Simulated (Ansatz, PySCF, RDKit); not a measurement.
Dimer: hydrogen isocyanide (SMILES [C-]#[NH+]) (first 3 atoms) with hydrogen isocyanide (SMILES [C-]#[NH+]); geometry from B3LYP-D3(BJ)/def2-TZVP.
(charge 0, multiplicity 1):
```xyz
6

C     -0.21659     0.39364    -1.13054
N     -0.11584     0.33019     0.02628
H     -0.02788     0.27470     1.03612
C      0.14903     0.16358     3.07874
N      0.24920     0.10132     4.23131
H      0.33563     0.04764     5.22473
```

Monomers are frozen at their geometry in the pair; levels with a basis set take the counterpoise correction. RDKit's UFF carries no charges.

Frozen-core correlation. Rows in 6-31G* carry no dispersion term and start afresh at each structure (6-31G* with six Cartesian d functions).

Codes used: Ansatz (an electronic-structure program); PySCF for 6-31G* rows, the dispersion terms; RDKit for the force fields. 

Task: One of these levels gives -5.07 kcal/mol for the interaction energy. Which one is it?
A. BLYP-D3(BJ)/def2-TZVPPD
B. HF/6-31G*
C. SCS-MP2/aug-cc-pVDZ
D. UFF

Result: B, HF/6-31G*. The others give 20.49 (UFF), -7.65 (BLYP-D3(BJ)/def2-TZVPPD), -6.94 (SCS-MP2/aug-cc-pVDZ)
